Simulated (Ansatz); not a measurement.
`CO[SiH](C)Cl` + H₂ → `CO[SiH2]Cl` + CH₄ at 600 K and 1 bar (hydrogenolysis of the Si–C bond).

Gas-phase electronic energies from Ansatz, PBE0-D4/def2-TZVP geometries. CBS: MP2 limit from def2 TZ/QZ plus the TZ coupled-cluster correction, frozen cores. This one scheme is used for every species. One conformer a species, not always the lowest.

| species | CCSD(T)/CBS energy (Eh) | H − E (kJ/mol) | S (J/(mol·K)) |
| --- | --- | --- | --- |
| `CO[SiH](C)Cl` | -904.45266 | 303.5 | 465.5 |
| H₂ | -1.17544 | 43.9 | 150.8 |
| `CO[SiH2]Cl` | -865.17164 | 213.2 | 405.0 |
| CH₄ | -40.46206 | 140.4 | 215.7 |

H − E and S are ideal-gas, rigid-rotor, harmonic terms from PBE0-D4/def2-TZVP, for one conformer and one mirror image of each species. For small species the MP2-based limit differs from directly extrapolated CCSD(T) by up to some mEh (0.8 for H₂); such offsets cancel only in part. 1 Eh = 2625.50 kJ/mol, R = 8.31446 J/(mol·K).

Question: By hand: ΔE, ΔH, ΔS and ΔG.

Answer: ΔE = (-865.17164) + (-40.46206) − (-904.45266) − (-1.17544) = -0.00560 Eh = -14.7 kJ/mol. Δ(H − E) = 213.2 + 140.4 − 303.5 − 43.9 = 6.2, so ΔH = -8.5 kJ/mol. ΔS = 405.0 + 215.7 − 465.5 − 150.8 = 4.4 J/(mol·K). ΔG = -8.5 − 600 × (4.4)/1000 = -11.1 kJ/mol.

Question: By hand: the equilibrium constant, and the temperature at which ΔG would vanish if ΔH and ΔS stayed fixed.

Answer: log₁₀ K = −ΔG/(RT ln 10) = 1.0. ΔH and −TΔS have one sign here, so there is no such temperature.

The number of gas molecules stays the same, so ΔS is small and ΔH decides. A doubt of 5 kJ/mol in ΔE shifts log₁₀ K by 0.4 here. Other conformers and mirror images would add mixing entropy, several J/(mol·K) or more a flexible species. These are equilibria of isolated gas molecules and say nothing of rates. Largest T1 diagnostic: 0.010 (customary marks: 0.02 for closed shells, 0.045 for open ones).

ΔS is within the doubt of such terms, so its sign, and with it that verdict, could turn.
